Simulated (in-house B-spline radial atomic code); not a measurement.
The numbers below are computed, except where a source is named.
## Building a PAW p channel for As, r_c = 1.82 bohr

As, [Ar] 3d10 4s2 4p3, non-relativistic LDA (VWN5), spherical and spin-unpolarised, from a B-spline radial code for spherical atoms (atomic units; all potentials screened as in the neutral atom).

Two all-electron partial waves φ1, φ2 are integrated outwards at E1 = ε(4p) = -0.197497 and E2 = E1 + 0.5 hartree; φ1 is the bound orbital and φ2 has unit norm inside r_c = 1.8165 bohr. Smooth partners are polynomials, r^2(a0 + a1 r² + a2 r⁴ + a3 r⁶), matched to φ and three derivatives at r_c, with no condition on the norm. The local potential is -7.13417 + (5.10365) r² + (-1.57033) r⁴ + (0.17973) r⁶ inside 1.4873 bohr and the all-electron one outside.

| wave | φ(r_c) | φ'(r_c) | a0 | a1 | a2 | a3 |
| --- | --- | --- | --- | --- | --- | --- |
| 1 | 0.6610137 | 0.09615812 | 0.4511981 | -0.09770901 | 0.006066287 | 0.0001527211 |
| 2 | 1.080333 | -0.6138173 | 1.115929 | -0.3357284 | 0.03181412 | -0.0007545534 |

Inside r_c the overlaps are <φi φj> = [[0.26192, 0.50962], [0.50962, 1.00000]] and, for the smooth waves, [[0.27725, 0.54870], [0.54870, 1.09734]]. With χj = (Ej − T − V_local) applied to smooth wave j, the program's quadrature gives the matrix B_ij = <smooth i, χj> as [[0.21534, 0.49428], [0.47475, 1.09283]].

Check the match of the first wave, and find the augmentation charges q_ij.

At r_c the four terms are 1.48881, -1.06384, 0.21794, 0.01810, which sum to 0.6610, φ1(r_c) to rounding. q_ij is the all-electron overlap less the smooth one: [[-0.01532, -0.03907], [-0.03907, -0.09734]]. The smooth first wave has a norm of 0.2772 inside r_c against 0.2619, so q11 is negative and must stay small enough for the overlap operator to be positive.

B isn't symmetric. Show that D_ij = B_ij + Ej q_ij is.

Integrating by parts gives B12 − B21 = (E1 − E2) q12: 0.49428 − (0.47475) = 0.01954, and −0.5 × (-0.03907) = 0.01954. So D12 = 0.49428 + (0.302503)(-0.03907) = 0.48246 and D21 = 0.47475 + (-0.197497)(-0.03907) = 0.48246; D11 = 0.21836, D22 = 1.06338. The projectors, p = (B⁻¹)ᵀ χ, are dual to the smooth waves; det B = 0.00067, small beside B11 B22, as the two smooth waves look alike inside r_c.

Solving (T + V_local + Σ p D p) ψ = E (1 + Σ p q p) ψ in a sphere of 9 bohr, whose wall lifts the free-atom level a little, gives these levels:

```csv
all-electron,one projector,two projectors
-0.197314,-0.197314,-0.197314
0.099078,0.098829,0.099078
0.419762,0.417773,0.419761
0.896251,0.886693,0.896181
1.517580,1.482940,1.516610
```

What does the second projector gain?

With one projector the errors are 0.00, -0.25, -1.99, -9.56, -34.64 millihartree. With two the errors are 0.00, 0.00, 0.00, -0.07, -0.97 millihartree. The scattering is exact at E1 and at E2 = 0.303, and over all levels compared the largest error is 0.97 millihartree. The lowest eigenvalue of the overlap operator is 0.8582 with one and 0.4764 with two projectors. The smooth orbital alone needs a cutoff of 3.7 hartree for 1 millihartree of kinetic energy, against 8.99 for a norm-conserving Troullier-Martins orbital of the same radius; part of the gain comes from giving up the norm, part from the simpler form.
